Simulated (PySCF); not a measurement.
**Solvent effects on NMR parameters**

Geometry:
```csv
atom,x (Å),y (Å),z (Å)
Si1,-0.630,2.523,-0.389
C2,-1.071,0.824,0.321
C3,-0.579,-0.387,-0.490
Si4,-1.246,-1.992,0.281
C5,0.939,-0.408,-0.730
Si6,2.087,-0.456,0.776
H7,-1.023,2.587,-1.832
H8,-1.365,3.588,0.361
H9,0.834,2.813,-0.290
H10,-0.696,0.787,1.360
H11,-2.172,0.799,0.407
H12,-1.067,-0.344,-1.483
H13,-2.737,-2.008,0.155
H14,-0.687,-3.194,-0.415
H15,-0.900,-2.073,1.734
H16,1.243,0.474,-1.325
H17,1.211,-1.279,-1.352
H18,1.869,-1.698,1.579
H19,1.887,0.723,1.673
H20,3.502,-0.445,0.293
```

GIAO PBE0/pcSseg-1 in PySCF on one PBE0-D3(BJ)/def2-SVP conformer, non-relativistic, equivalent nuclei averaged. Solvents enter as an IEF-PCM continuum (tetrahydrofuran with ε = 7.4, water with ε = 78.4) around the gas-phase geometry. Shifts are referred to TMS computed in the same medium.

Gas phase, δ in ppm: Si4 -53.7, Si1/Si6 -72.6, C3 15.7, C2/C5 11.2, H13/H14/H15 3.90, H7/H8/H9/H18/H19/H20 3.89, H12 1.37, H11/H16 1.07, H10/H17 0.91. Dipole moment 0.64 D.

(1) How does each δ change in the continuum?

(2) Which of the listed nuclei move most (in ppm), and what does the model miss?

Results:

(1) 
```json
{"atoms": "Si4", "environment": "silicon bonded to C, 3 H", "Δδ, tetrahydrofuran": "-0.5", "Δδ, water": "-0.6"}
{"atoms": "Si1/Si6", "environment": "silicon bonded to C, 3 H", "Δδ, tetrahydrofuran": "+0.4", "Δδ, water": "+0.4"}
{"atoms": "C3", "environment": "sp3 CH bonded to Si", "Δδ, tetrahydrofuran": "+0.8", "Δδ, water": "+1.0"}
{"atoms": "C2/C5", "environment": "sp3 CH2 bonded to Si", "Δδ, tetrahydrofuran": "+0.6", "Δδ, water": "+0.8"}
{"atoms": "H13/H14/H15", "environment": "hydrogen on a silicon bonded to C", "Δδ, tetrahydrofuran": "-0.08", "Δδ, water": "-0.09"}
{"atoms": "H7/H8/H9/H18/H19/H20", "environment": "hydrogen on a silicon bonded to C", "Δδ, tetrahydrofuran": "-0.08", "Δδ, water": "-0.09"}
{"atoms": "H12", "environment": "hydrogen on an sp3 CH bonded to Si", "Δδ, tetrahydrofuran": "+0.15", "Δδ, water": "+0.19"}
{"atoms": "H11/H16", "environment": "hydrogen on an sp3 CH2 bonded to Si", "Δδ, tetrahydrofuran": "+0.11", "Δδ, water": "+0.13"}
{"atoms": "H10/H17", "environment": "hydrogen on an sp3 CH2 bonded to Si", "Δδ, tetrahydrofuran": "+0.11", "Δδ, water": "+0.13"}
```

Changes are relative to the gas phase. The dipole moment becomes 0.85 D in tetrahydrofuran, 0.93 D in water.

(2) C3 (sp3 CH bonded to Si, +1.0 ppm) in water. A continuum only polarises the solute; specific hydrogen bonds, the anisotropy of aromatic solvents and changes of geometry or conformer are outside it.
